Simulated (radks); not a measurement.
Excited configurations of Gd+: one electron is placed in a higher orbital outside [Xe] 4f7 5d1. The ground configuration is [Xe] 4f7 5d1 6s1. Calculated with a radial shooting solver on a logarithmic mesh with Libxc functionals: non-relativistic Kohn-Sham, r2SCAN, spin-unpolarised, spherical densities, point nucleus; meta-GGA in the generalised Kohn-Sham scheme; relativity is left out, which matters for an element this heavy. Excitation = E - E(ground); binding = E(ion) - E, where the ion is the core of charge +2; n* = 2/sqrt(2 binding) in atomic units, and the quantum defect is n - n*.

| outer orbital | excitation (eV) | binding (eV) | n* | quantum defect | eigenvalue (eV) | <r> (bohr) |
|---|---|---|---|---|---|---|
| 5f | 7.496 | 3.389 | 4.007 | 0.993 | -2.358 | 8.789 |
| 6p | 2.874 | 8.011 | 2.606 | 3.394 | -6.071 | 4.821 |
| 6d | 6.172 | 4.713 | 3.398 | 2.602 | -3.461 | 7.346 |
| 6f | 8.625 | 2.260 | 4.907 | 1.093 | -1.695 | 15.20 |
| 7s | 5.690 | 5.195 | 3.237 | 3.763 | -4.112 | 8.097 |
| 7p | 6.712 | 4.173 | 3.611 | 3.389 | -3.292 | 9.561 |
| 7d | 8.050 | 2.835 | 4.381 | 2.619 | -2.186 | 13.24 |
| 7f | 9.285 | 1.600 | 5.832 | 1.168 | -1.239 | 23.06 |

The Delta-SCF ionisation energy is 10.885 eV (NIST Atomic Spectra Database: 12.08 eV, semi-empirical). Self-interaction in the functional shifts the binding energies and quantum defects, so they are the method's values and not measured ones. Relativity is left out here, which matters for elements this heavy. Spin polarisation and multiplet splitting are left out, so open shells lie too high by an amount that depends on their filling.

Beside tabulated values, note that spin-unpolarised runs miss the spin-polarisation part of the exchange energy of open shells.
